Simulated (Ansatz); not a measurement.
Steps of a relaxation of AlH6NO3, SMILES `[NH3+][Al-]([OH])([OH])[OH]` with RKS PBE-D4/def2-SVP.

```sh
$ ansatz run in.yaml --threads 4 --pin off --events-out ev --progress --plain --max-ram 10444MiB
```

```yaml
crystal:
  periodic: [false, false, false]
  atoms:
    - {symbol: N, position_ang: [-1.235400, 0.484800, 0.513800]}
    - {symbol: Al, position_ang: [0.436700, -0.164300, 0.054800]}
    - {symbol: O, position_ang: [1.416100, -0.315700, 1.566500]}
    - {symbol: O, position_ang: [1.346900, 0.991400, -1.118100]}
    - {symbol: O, position_ang: [0.256300, -1.818000, -0.743800]}
    - {symbol: H, position_ang: [-1.185600, 1.484800, 0.946400]}
    - {symbol: H, position_ang: [-1.736800, -0.113500, 1.172200]}
    - {symbol: H, position_ang: [-1.825400, 0.638300, -0.368300]}
    - {symbol: H, position_ang: [2.320800, -0.660300, 1.310300]}
    - {symbol: H, position_ang: [0.639400, 1.071400, -1.845000]}
    - {symbol: H, position_ang: [-0.367600, -1.655800, -1.468200]}
basis:
  gaussian: {orbitals: def2-SVP}
hamiltonian: {xc: pbe, dispersion: d4}
relax: {f_tol: 0.03, max_steps: 200}
```

Positions (Å) and forces (eV/Å) along the path, 11 of 19 steps:

```xyz
11
step=1 energy=-14309.8423 eV
N    -1.235    0.485    0.514   -2.117    3.343   -0.343
Al    0.437   -0.164    0.055    5.193   -1.753   -1.216
O     1.416   -0.316    1.567   -0.011   -0.151   -1.041
O     1.347    0.991   -1.118   -2.961   -0.702    0.101
O     0.256   -1.818   -0.744   -0.505    1.643    0.968
H    -1.186    1.485    0.946    0.025   -1.801   -0.553
H    -1.737   -0.114    1.172   -0.363   -0.279    0.221
H    -1.825    0.638   -0.368    0.537   -0.439    1.320
H     2.321   -0.660    1.310   -1.197    0.460    0.327
H     0.639    1.071   -1.845    1.478    0.061    0.735
H    -0.368   -1.656   -1.468   -0.079   -0.382   -0.518
11
step=2 energy=-14310.5219 eV
N    -1.181    0.486    0.532   -1.430    1.513    0.173
Al    0.526   -0.197    0.000    2.286   -0.715   -0.702
O     1.323   -0.284    1.599    0.084   -0.139   -1.049
O     1.229    1.089   -1.122   -2.222   -1.366   -1.050
O     0.133   -1.820   -0.735   -0.560    1.622   -0.627
H    -1.097    1.429    0.991    0.050   -0.704   -0.258
H    -1.664   -0.129    1.202   -0.029   -0.095    0.001
H    -1.822    0.641   -0.281    0.281   -0.198    0.538
H     2.242   -0.609    1.448   -0.536    0.211    0.279
H     0.694    0.973   -2.001    1.441    0.373    1.771
H    -0.316   -1.637   -1.612    0.636   -0.502    0.923
11
step=4 energy=-14311.0990 eV
N    -1.202    0.529    0.640   -0.183    0.041   -0.147
Al    0.519   -0.214   -0.138   -0.154    0.087    0.147
O     1.205   -0.247    1.461    0.156   -0.056    0.011
O     1.008    1.095   -1.188   -0.006   -0.129   -0.271
O    -0.043   -1.732   -0.795    0.047    0.021   -0.278
H    -1.017    1.416    1.129    0.018   -0.041    0.037
H    -1.595   -0.136    1.321    0.041    0.034    0.023
H    -1.915    0.705   -0.079   -0.060    0.028    0.044
H     2.115   -0.553    1.578    0.056   -0.019    0.025
H     1.036    0.965   -2.152    0.047    0.040    0.207
H    -0.044   -1.886   -1.756    0.037   -0.006    0.203
11
step=5 energy=-14311.1271 eV
N    -1.238    0.546    0.658   -0.239    0.068    0.003
Al    0.466   -0.181   -0.139    0.149   -0.041   -0.073
O     1.282   -0.193    1.401    0.039   -0.022    0.050
O     0.862    1.101   -1.256   -0.029    0.004   -0.060
O    -0.090   -1.713   -0.767   -0.009   -0.023    0.032
H    -1.029    1.321    1.304    0.021   -0.069   -0.006
H    -1.726   -0.186    1.196    0.070    0.027   -0.014
H    -1.898    0.894   -0.053    0.088    0.016    0.036
H     2.163   -0.586    1.502   -0.083    0.033   -0.051
H     1.190    0.942   -2.153   -0.019   -0.020    0.083
H     0.083   -2.001   -1.674    0.011    0.029    0.000
11
step=7 energy=-14311.1033 eV rejected
N    -1.257    0.551    0.660   -0.668    0.423    0.519
Al    0.466   -0.174   -0.130   -0.043    0.042    0.019
O     1.315   -0.079    1.398    0.065   -0.078   -0.106
O     0.729    1.075   -1.338    0.312   -0.383   -0.676
O     0.041   -1.784   -0.680    0.066    0.080   -0.107
H    -1.008    1.046    1.567   -0.336   -0.584   -1.039
H    -1.919   -0.243    0.885    0.612    0.928   -0.282
H    -1.727    1.241    0.006    0.469   -0.796    0.790
H     2.178   -0.521    1.459   -0.103    0.066    0.033
H     1.178    0.805   -2.175   -0.338    0.295    0.702
H     0.070   -1.972   -1.633   -0.035    0.006    0.149
11
step=10 energy=-14311.2233 eV
N    -1.251    0.534    0.635    0.056   -0.004    0.039
Al    0.460   -0.179   -0.162    0.016   -0.034   -0.013
O     1.404    0.028    1.294    0.015   -0.029   -0.035
O     0.539    1.013   -1.443    0.064   -0.060   -0.055
O     0.114   -1.838   -0.584    0.006   -0.022   -0.021
H    -1.004    0.900    1.566   -0.038   -0.002   -0.015
H    -1.964   -0.198    0.743   -0.015    0.028   -0.010
H    -1.621    1.296    0.051   -0.030    0.032    0.017
H     2.146   -0.572    1.464   -0.029    0.024    0.000
H     1.313    1.006   -2.030   -0.057    0.064    0.053
H    -0.069   -2.046   -1.514    0.012    0.002    0.040
11
step=14 energy=-14311.2367 eV
N    -1.252    0.538    0.630   -0.002   -0.007    0.007
Al    0.447   -0.197   -0.193    0.006   -0.003   -0.014
O     1.483    0.074    1.186    0.001    0.012    0.010
O     0.490    0.940   -1.521   -0.003    0.001   -0.008
O     0.050   -1.865   -0.518   -0.006   -0.002    0.011
H    -1.017    0.852    1.582   -0.012    0.000   -0.004
H    -2.002   -0.162    0.685    0.000    0.013    0.003
H    -1.577    1.345    0.080    0.002   -0.008    0.005
H     2.110   -0.621    1.436    0.009   -0.007    0.003
H     1.342    1.192   -1.905    0.007    0.005   -0.001
H    -0.009   -2.153   -1.441   -0.002   -0.004   -0.012
11
step=15 energy=-14311.2363 eV rejected
N    -1.252    0.537    0.630    0.011   -0.006    0.004
Al    0.449   -0.199   -0.198   -0.036    0.002    0.006
O     1.493    0.079    1.173    0.036   -0.025    0.020
O     0.490    0.930   -1.531    0.172    0.061   -0.086
O     0.032   -1.866   -0.510   -0.002   -0.038   -0.120
H    -1.020    0.848    1.583   -0.008    0.001   -0.001
H    -2.005   -0.161    0.681    0.004    0.004    0.001
H    -1.575    1.346    0.082    0.002   -0.005    0.000
H     2.110   -0.622    1.433   -0.019    0.026   -0.009
H     1.348    1.217   -1.888   -0.164   -0.058    0.072
H    -0.004   -2.167   -1.433    0.005    0.038    0.115
11
step=16 energy=-14311.2368 eV
N    -1.252    0.537    0.631    0.011   -0.004    0.002
Al    0.448   -0.197   -0.195   -0.010   -0.003    0.000
O     1.487    0.076    1.181    0.016   -0.010    0.009
O     0.494    0.937   -1.525   -0.023   -0.012    0.005
O     0.035   -1.863   -0.515    0.000   -0.008   -0.032
H    -1.022    0.851    1.584   -0.006    0.001   -0.001
H    -2.002   -0.165    0.683    0.001    0.003    0.000
H    -1.577    1.343    0.080   -0.003    0.001    0.000
H     2.115   -0.619    1.433   -0.011    0.012   -0.006
H     1.348    1.201   -1.898    0.023    0.009   -0.006
H    -0.008   -2.158   -1.438    0.001    0.010    0.029
11
step=18 energy=-14311.2371 eV
N    -1.252    0.538    0.632   -0.002    0.003    0.003
Al    0.444   -0.198   -0.199    0.001   -0.005    0.002
O     1.504    0.079    1.162   -0.008    0.004   -0.009
O     0.501    0.916   -1.545    0.083    0.026   -0.026
O    -0.008   -1.857   -0.505    0.002   -0.007   -0.046
H    -1.035    0.860    1.585   -0.001   -0.001   -0.001
H    -1.993   -0.174    0.680    0.000    0.001    0.002
H    -1.587    1.337    0.075    0.001   -0.003    0.001
H     2.126   -0.620    1.413    0.003   -0.005    0.002
H     1.364    1.237   -1.853   -0.079   -0.027    0.026
H     0.001   -2.173   -1.423    0.000    0.014    0.046
11
step=19 energy=-14311.2371 eV
N    -1.253    0.538    0.632   -0.001    0.001    0.001
Al    0.444   -0.198   -0.199    0.001   -0.006    0.001
O     1.502    0.078    1.163   -0.001    0.001   -0.003
O     0.501    0.918   -1.544    0.028    0.005   -0.006
O    -0.004   -1.858   -0.507    0.001    0.001   -0.024
H    -1.033    0.860    1.584    0.000    0.000   -0.001
H    -1.994   -0.173    0.683    0.001    0.001    0.000
H    -1.586    1.337    0.075   -0.001   -0.001    0.001
H     2.124   -0.621    1.415   -0.001    0.000    0.000
H     1.362    1.234   -1.858   -0.027   -0.008    0.009
H     0.002   -2.171   -1.424    0.000    0.006    0.022
```

Run time 17 s (4 threads of an Arm Neoverse V2 on a shared host); peak host memory 0.15 GiB.
